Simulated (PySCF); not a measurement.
BH₄NSi, BH₄NOSi, B₂H₆NSi, BFH₄NSi (calculated)

All values are calculated (PySCF 2.14.0). Calculation on a computer-drawn molecule: the log of a Hartree-Fock and frozen-core CCSD(T) single point meant for a local Hartree-Fock minimum, with one planted fault or none, to be diagnosed. Offsets are logged minus clean, where the clean run is the same molecule without the fault. The reference is restricted for singlets and unrestricted otherwise, and also for a bond in bohr or an excited solution. Adding or removing an electron swaps singlet and doublet. The excited solution moves the top pair (singlet) or top alpha electron (doublet) to the lowest empty orbital. Highest occupied and lowest empty are orbital energies over both spins, largest force is the largest gradient component, triples share is (T) over the correlation energy, the T1 limit is 0.02 restricted and 0.045 unrestricted, electrons count all cores, a negative frequency is imaginary (commonest isotopes), and the dipole is about the centre of nuclear charge.

Common to all runs: meant charge 0; meant basis cc-pV(D+d)Z; logged SCF converged yes; possible faults no fault, one electron removed, one electron added, multiplicity raised by two, geometry at a saddle point, SCF held on an excited solution, minimal basis STO-3G, one bond length entered in bohr, all coordinates scaled.

(1) 
```xyz
7
formula=BH4NSi meant_multiplicity=1 logged_electrons=31 logged_basis_functions=71 logged_spin_squared=0.7792 logged_highest_occupied=-0.27955 logged_lowest_empty=7.9384 logged_largest_force=0.052952 logged_T1_diagnostic=0.024563 logged_D1_diagnostic=0.10977 logged_triples_share=0.030619 logged_CC_converged=yes logged_dipole_magnitude=3.6295 logged_SCF_stable_within_its_kind=yes logged_energy_HF=-370.39099 logged_energy_CCSD(T)=-370.7956 planted_fault=one_electron_added HF_energy_offset_from_clean_run=9.937 CCSD(T)_energy_offset_from_clean_run=0.7951
B     -1.1261     3.1947     1.0258
N     -1.0991     2.5951    -0.2637
Si    -0.5196     1.0400    -0.7947
H     -1.5832     4.2996     1.1531
H     -0.6949     2.5956     1.9691
H     -1.4805     3.1666    -0.9979
H     -0.0628     0.5553     0.5641
```

Units: logged_highest_occupied, logged_lowest_empty in eV; logged_largest_force in hartree/bohr; logged_dipole_magnitude in debye; logged_energy_HF, logged_energy_CCSD(T) in hartree; HF_energy_offset_from_clean_run, CCSD(T)_energy_offset_from_clean_run in kcal/mol.

Drawn bonds:
```
atom  other atom  order
   1           2      1
   2           3      1
   1           4      1
   1           5      1
   2           6      1
   3           7      1
```

(2) 
```xyz
7
formula=BH4NSi meant_multiplicity=1 logged_electrons=30 logged_basis_functions=71 logged_spin_squared=2.0043 logged_highest_occupied=-7.4097 logged_lowest_empty=0.21369 logged_largest_force=0.037514 logged_T1_diagnostic=0.020484 logged_D1_diagnostic=0.073349 logged_triples_share=0.029069 logged_CC_converged=yes logged_dipole_magnitude=1.9562 logged_SCF_stable_within_its_kind=yes logged_energy_HF=-370.35783 logged_energy_CCSD(T)=-370.72654 planted_fault=multiplicity_raised_by_two HF_energy_offset_from_clean_run=30.75 CCSD(T)_energy_offset_from_clean_run=44.13
B     -1.1261     3.1947     1.0258
N     -1.0991     2.5951    -0.2637
Si    -0.5196     1.0400    -0.7947
H     -1.5832     4.2996     1.1531
H     -0.6949     2.5956     1.9691
H     -1.4805     3.1666    -0.9979
H     -0.0628     0.5553     0.5641
```

Units: logged_highest_occupied, logged_lowest_empty in eV; logged_largest_force in hartree/bohr; logged_dipole_magnitude in debye; logged_energy_HF, logged_energy_CCSD(T) in hartree; HF_energy_offset_from_clean_run, CCSD(T)_energy_offset_from_clean_run in kcal/mol.

Drawn bonds:
```
atom  other atom  order
   1           2      1
   2           3      1
   1           4      1
   1           5      1
   2           6      1
   3           7      1
```

(3) 
```xyz
8
formula=BH4NOSi meant_multiplicity=1 logged_electrons=38 logged_basis_functions=85 logged_spin_squared=0 logged_highest_occupied=-3.5937 logged_lowest_empty=-6.6283 logged_largest_force=0.30447 logged_CC_converged=no logged_dipole_magnitude=3.4155 logged_SCF_stable_within_its_kind=no logged_energy_HF=-444.68906 planted_fault=SCF_held_on_an_excited_solution HF_energy_offset_from_clean_run=401.8
B      0.4260    -1.4268     1.3797
N      0.0798    -0.7894     0.1613
Si    -1.1906     0.3133    -0.0820
O     -1.5190     0.9612    -1.3880
H      1.3504    -2.1871     1.4096
H     -0.2164    -1.1919     2.3641
H      0.6353    -1.0049    -0.6482
H     -1.8885     0.5085     1.1895
```

Units: logged_highest_occupied, logged_lowest_empty in eV; logged_largest_force in hartree/bohr; logged_dipole_magnitude in debye; logged_energy_HF in hartree; HF_energy_offset_from_clean_run in kcal/mol.

Drawn bonds:
```
atom  other atom  order
   1           2      1
   2           3      1
   3           4      2
   1           5      1
   1           6      1
   2           7      1
   3           8      1
```

Notes: CCSD not converged.

(4) 
```xyz
10
formula=B2H6NSi meant_multiplicity=2 logged_electrons=37 logged_basis_functions=30 logged_spin_squared=0.7575 logged_highest_occupied=-4.8587 logged_lowest_empty=5.1876 logged_largest_force=0.037355 logged_T1_diagnostic=0.021445 logged_D1_diagnostic=0.10004 logged_triples_share=0.020553 logged_CC_converged=yes logged_dipole_magnitude=2.0725 logged_SCF_stable_within_its_kind=yes logged_energy_HF=-391.56534 logged_energy_CCSD(T)=-391.7834 planted_fault=minimal_basis_STO-3G HF_energy_offset_from_clean_run=2938 CCSD(T)_energy_offset_from_clean_run=3110
B     -1.6933    -0.1023     2.1307
N     -0.4329    -0.5088     2.6249
Si     1.0678    -0.6153     1.7680
B      1.4148    -0.1925    -0.0688
H     -1.8010     0.2223     0.9820
H     -2.6394    -0.0884     2.8695
H     -0.4029    -0.7700     3.5936
H      2.0790    -1.1016     2.7266
H      2.5434    -0.3448    -0.4464
H      0.5645     0.2019    -0.8123
```

Units: logged_highest_occupied, logged_lowest_empty in eV; logged_largest_force in hartree/bohr; logged_dipole_magnitude in debye; logged_energy_HF, logged_energy_CCSD(T) in hartree; HF_energy_offset_from_clean_run, CCSD(T)_energy_offset_from_clean_run in kcal/mol.

Drawn bonds:
```
atom  other atom  order
   1           2      1
   2           3      1
   3           4      1
   1           5      1
   1           6      1
   2           7      1
   3           8      1
   4           9      1
   4          10      1
```

(5) 
```xyz
10
formula=B2H6NSi meant_multiplicity=2 logged_electrons=37 logged_basis_functions=95 logged_spin_squared=0.7598 logged_highest_occupied=-7.6809 logged_lowest_empty=0.91886 logged_largest_force=3.212e-05 logged_lowest_frequency=89.471 logged_T1_diagnostic=0.01533 logged_D1_diagnostic=0.05885 logged_triples_share=0.028766 logged_CC_converged=yes logged_dipole_magnitude=2.4727 logged_SCF_stable_within_its_kind=yes logged_energy_HF=-396.24771 logged_energy_CCSD(T)=-396.74006
B     -1.6933    -0.1023     2.1307
N     -0.4329    -0.5088     2.6249
Si     1.0678    -0.6153     1.7680
B      1.4148    -0.1925    -0.0688
H     -1.8010     0.2223     0.9820
H     -2.6394    -0.0884     2.8695
H     -0.4029    -0.7700     3.5936
H      2.0790    -1.1016     2.7266
H      2.5434    -0.3448    -0.4464
H      0.5645     0.2019    -0.8123
```

Units: logged_highest_occupied, logged_lowest_empty in eV; logged_largest_force in hartree/bohr; logged_lowest_frequency in cm⁻¹; logged_dipole_magnitude in debye; logged_energy_HF, logged_energy_CCSD(T) in hartree.

Drawn bonds:
```
atom  other atom  order
   1           2      1
   2           3      1
   3           4      1
   1           5      1
   1           6      1
   2           7      1
   3           8      1
   4           9      1
   4          10      1
```

(6) 
```xyz
8
formula=BFH4NSi meant_multiplicity=2 logged_electrons=39 logged_basis_functions=85 logged_spin_squared=0.7525 logged_highest_occupied=-9.2901 logged_lowest_empty=1.8264 logged_largest_force=0.028512 logged_T1_diagnostic=0.014269 logged_D1_diagnostic=0.047074 logged_triples_share=0.022127 logged_CC_converged=yes logged_dipole_magnitude=1.4872 logged_SCF_stable_within_its_kind=yes logged_energy_HF=-469.91391 logged_energy_CCSD(T)=-470.47577
B     -2.7571     0.3047    -0.5992
N     -2.2148    -0.9302    -0.3568
Si    -0.5897    -1.3082    -0.1543
F     -0.1616    -2.3441    -1.2582
H     -3.9136     0.4174    -0.6914
H     -2.0562     1.2293    -0.7064
H     -2.8485    -1.6667    -0.2714
H      0.1871    -0.1179    -0.3258
```

Units: logged_highest_occupied, logged_lowest_empty in eV; logged_largest_force in hartree/bohr; logged_dipole_magnitude in debye; logged_energy_HF, logged_energy_CCSD(T) in hartree.

Drawn bonds:
```
atom  other atom  order
   1           2      1
   2           3      1
   3           4      1
   1           5      1
   1           6      1
   2           7      1
   3           8      1
```

To be estimated
1. Give the missing planted fault for B₂H₆NSi (entry 5).
2. Which fault was planted in the run of BFH₄NSi (entry 6)?

Answers
1. no fault
2. all coordinates scaled, by -2.9 %

Further results for B₂H₆NSi (entry 5):

- HF energy offset from clean run: 0 kcal/mol
- CCSD(T) energy offset from clean run: 0 kcal/mol

Further results for BFH₄NSi (entry 6):

- HF energy offset from clean run: 4.554 kcal/mol
- CCSD(T) energy offset from clean run: 7.545 kcal/mol
